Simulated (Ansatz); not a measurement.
Computed with Ansatz on PBE0-D4/def2-TZVP structures; ΔE is electronic, products minus reactants. CBS: MP2 limit from def2 TZ/QZ plus the TZ coupled-cluster correction, frozen cores. This one scheme is used for every species. One conformer a species, not always the lowest.

Consider the formal exchange of groups at the Si–Si bond: `O[SiH2]N[SiH2][SiH3]` + CH₃OH → `C[SiH2]N[SiH2]O` + `O[SiH3]`.

```
               species  CCSD(T)/CBS(def2) energy (Eh)
`O[SiH2]N[SiH2][SiH3]`                    -1002.62224
                 CH₃OH                     -115.61712
     `C[SiH2]N[SiH2]O`                     -751.62138
             `O[SiH3]`                     -366.69042
```

**Question.** Work out ΔE.

**Answer.** ΔE = (-751.62138) + (-366.69042) − (-1002.62224) − (-115.61712) = -0.07244 Eh = -1.97 eV.

Largest T1 diagnostic among the species: 0.012.

From PBE to PBE0 (25 % exact exchange), in def2-TZVPP and without D4, ΔE moves by −0.08 eV. The D4 term adds +0.05 eV with B3LYP and +0.03 eV with PBE0; it sums over pairs of atoms, weighted by their polarisabilities, and B3LYP, whose exchange is more repulsive, gets the larger term.

B3LYP here is the variant with VWN-RPA as its local correlation; programs differ in this.
